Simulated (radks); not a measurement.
Effect of the nuclear size on neutral sulfur, [Ne] 3s2 3p4. Method: Dirac Kohn-Sham, relativistic LDA (MacDonald-Vosko exchange, VWN5 correlation), spin-unpolarised, spherical densities, finite nucleus; open shells fill j = l - 1/2 first; Fermi nuclear charge, rms radius 3.2611 fm; computed with a radial shooting solver on a logarithmic mesh with Libxc functionals. The rms radius is varied about that value; shifts are against it.

rms radius (fm)	total energy shift (eV)	density at nucleus (e/bohr^3)	1s1/2 shift (meV)	2s1/2 shift (meV)
2.635	-0.00350	2926	-1.47	-0.103
3.0687	-0.00115	2918	-0.483	-0.034
3.2611	0	2915	0.000	0.000
3.4861	0.00144	2912	0.601	0.042
3.7242	0.00306	2909	1.28	0.090

Slopes of the eigenvalues against <r^2> in GHz/fm^2, as finite differences over the two radii next to the reference (eigenvalue slopes, not the field-shift constants of lines): 1s1/2 95.8, 2s1/2 6.76.
